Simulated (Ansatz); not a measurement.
`B[SiH]([GeH3])C#N` + H₂ → `B[SiH2]C#N` + GeH₄ at 700 K and 1 bar (hydrogenolysis of the Si–Ge bond).

Calculated with Ansatz (gas phase, PBE0-D4/def2-TZVP geometries, no zero-point term in ΔE). CBS: MP2 limit from def2 TZ/QZ plus the TZ coupled-cluster correction, frozen cores. This one scheme is used for every species. For Ge outer-core shells are correlated without core-valence functions, which leaves a few kJ/mol of doubt a bond. Scalar relativity is left out up to krypton.

```csv
species,CCSD(T)/CBS energy (Eh),H − E (kJ/mol),S (J/(mol·K))
`B[SiH]([GeH3])C#N`,-2486.30184,253.6,532.3
H₂,-1.17544,46.8,155.3
`B[SiH2]C#N`,-408.97966,183.5,416.8
GeH₄,-2078.49493,112.9,267.3
```

H − E and S are ideal-gas, rigid-rotor, harmonic terms from PBE0-D4/def2-TZVP, for one conformer and one mirror image of each species. For small species the MP2-based limit differs from directly extrapolated CCSD(T) by up to some mEh (0.8 for H₂); such offsets cancel only in part. 1 Eh = 2625.50 kJ/mol, R = 8.31446 J/(mol·K).

**Question.** By hand: ΔE, ΔH, ΔS and ΔG.

**Answer.** ΔE = (-408.97966) + (-2078.49493) − (-2486.30184) − (-1.17544) = 0.00269 Eh = 7.1 kJ/mol. Δ(H − E) = 183.5 + 112.9 − 253.6 − 46.8 = -4.0, so ΔH = 3.1 kJ/mol. ΔS = 416.8 + 267.3 − 532.3 − 155.3 = -3.5 J/(mol·K). ΔG = 3.1 − 700 × (-3.5)/1000 = 5.6 kJ/mol.

**Question.** By hand: the equilibrium constant, and the temperature at which ΔG would vanish if ΔH and ΔS stayed fixed.

**Answer.** log₁₀ K = −ΔG/(RT ln 10) = -0.4. ΔH and −TΔS have one sign here, so there is no such temperature. One of them is within its doubt of zero, so this could turn.

TΔS isn't small against ΔH here. The sign of ΔG lies within the doubt. A doubt of 5 kJ/mol in ΔE shifts log₁₀ K by 0.4 here. Other conformers and mirror images would add mixing entropy, several J/(mol·K) or more a flexible species. These are equilibria of isolated gas molecules and say nothing of rates. Largest T1 diagnostic: 0.014 (customary marks: 0.02 for closed shells, 0.045 for open ones).
